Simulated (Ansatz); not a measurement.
Cartesian coordinates in Å:
```
C -1.4001 -0.3321 1.8711
C -0.4514 -0.8752 1.1127
Si 1.0965 0.0483 0.7228
Cl 2.7585 -1.0742 1.1986
N 1.1471 0.3971 -0.9619
Si -0.1401 0.3348 -2.0897
Cl -1.4475 1.9202 -1.9033
H -1.2955 0.6656 2.2889
H -2.3222 -0.8544 2.1091
H -0.5992 -1.8796 0.7217
H 1.1824 1.2704 1.5553
H 1.9873 0.8526 -1.2936
H -0.9450 -0.8846 -1.8791
H 0.4293 0.4111 -3.4527
```

Total charge 0; spin multiplicity 1.

(1) List the PBE/def2-TZVPP orbital energies in eV (Ansatz). (An estimate is asked.)

Results:

(1) Ansatz gave: Occupied: -2738.81, -2738.79, -1780.77, -1780.72, -380.57, -269.58, -269.22, -249.40, -249.37, -190.08, -190.05, -189.93, -189.92, -189.91, -189.90, -138.39, -138.33, -95.17, -95.13, -95.12, -95.08, -95.05, -95.03, -21.67, -20.44, -20.26, -19.32, -14.78, -13.73, -13.16, -11.79, -11.26, -10.39, -9.98, -9.74, -9.31, -9.10, -8.46, -7.97, -7.75, -7.55, -7.47, -7.32, -6.84. Lowest empty: -1.99, -0.45, -0.22, 0.09, 0.41, 0.82, 0.91, 1.21.
